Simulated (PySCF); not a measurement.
Constitutional and geometric isomers with formula CH6Si2. All species are isolated molecules in the gas phase. Strings in code marks are SMILES.

Calculation: ωB97X-D3(BJ)/def2-TZVP // B3LYP-D3(BJ)/def2-TZVP in PySCF. Excitations are Tamm–Dancoff values on a coarser integration grid. The basis has no diffuse functions, so Rydberg states are missing or too high.

```json
[
 {"species": "`C1[SiH2][SiH2]1`", "S1 excitation (TDA) (eV)": "5.69", "HOMO–LUMO gap (eV)": "10.75", "T1 excitation (TDA) (eV)": "4.67", "S1 oscillator strength": "0.029"},
 {"species": "`[SiH3][SiH]=C`", "S1 excitation (TDA) (eV)": "5.31", "HOMO–LUMO gap (eV)": "9.28", "T1 excitation (TDA) (eV)": "2.59", "S1 oscillator strength": "0.376"},
 {"species": "`C[SiH]=[SiH2]`", "S1 excitation (TDA) (eV)": "4.24", "HOMO–LUMO gap (eV)": "7.86", "T1 excitation (TDA) (eV)": "1.74", "S1 oscillator strength": "0.450"},
 {"species": "`[SiH3]C=[SiH2]`", "S1 excitation (TDA) (eV)": "5.29", "HOMO–LUMO gap (eV)": "9.43", "T1 excitation (TDA) (eV)": "2.89", "S1 oscillator strength": "0.412"}
]
```
